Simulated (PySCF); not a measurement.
C2H4BF2N, SMILES NB(F)/C=C\F. Geometry: PBE0-D3(BJ)/def2-SVP. The structure was generated by enumeration; whether it is a known compound was not checked. One conformer was computed; it need not be the lowest.

Computed equilibrium geometry at PBE0-D3(BJ)/def2-SVP (PySCF confirms it by a frequency run) as Cartesian coordinates in Å, and its point group (one conformer of several):
point group Cs.
```xyz
10

N     -1.3560    -0.8168     0.0000
B      0.0345    -0.9329     0.0000
F      0.5740    -2.1652     0.0000
C      1.0118     0.2867     0.0000
C      0.6615     1.5710     0.0000
F     -0.6148     1.9708     0.0000
H     -1.9628    -1.6256     0.0000
H     -1.8225     0.0787     0.0000
H      2.0905     0.1038     0.0000
H      1.3419     2.4290     0.0000
```
Charge 0, spin multiplicity 1.
